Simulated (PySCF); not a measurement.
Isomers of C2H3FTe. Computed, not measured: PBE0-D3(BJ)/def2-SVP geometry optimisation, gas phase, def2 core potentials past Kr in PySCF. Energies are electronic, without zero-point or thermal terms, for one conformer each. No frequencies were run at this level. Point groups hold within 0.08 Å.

Problem. Order them by energy at this level, lowest first, and give relative energies in kcal/mol.
A. `CC(F)=[Te]`
B. `[F:1][CH2:2][CH:3]=[Te:4]` with F1–C2–C3–Te4 0°

Solution. A (0.0), B (10.9).

```csv
SMILES,E (Eh),E rel (kcal/mol),dipole (D),point group,"A, B, C (MHz)"
CC(F)=[Te],-445.52716,0.0,2.30,Cs,"10254, 2157, 1802"
FCC=[Te],-445.50982,10.9,2.45,Cs,"13624, 1862, 1655"
```

***

Isomers of C5H6BF2N. The calculation used PBE0-D3(BJ)/def2-SVP geometry optimisation, gas phase in PySCF. Energies are electronic, without zero-point or thermal terms, for one conformer each. No frequencies were run at this level. Point groups hold within 0.08 Å.

Problem. Rank from lowest to highest electronic energy at this level (kJ/mol).
A. `[F:1][B:2]([F:3])[CH2:4][n:5]1[cH:6][cH:7][cH:8][cH:9]1` with F1–B2–C4–N5 -1°, B2–C4–N5–C6 -79°
B. `Cn1cccc1B(F)F`

Solution. B (0.0), A (53.2).

| SMILES | E (Eh) | E rel (kJ/mol) | dipole (D) | point group | A, B, C (MHz) |
| --- | --- | --- | --- | --- | --- |
| Cn1cccc1B(F)F | -472.71357 | 0.0 | 2.98 | Cs | 2704, 1383, 920.5 |
| FB(F)Cn1cccc1 | -472.69330 | 53.2 | 1.89 | near Cs | 4191, 912.3, 888.0 |
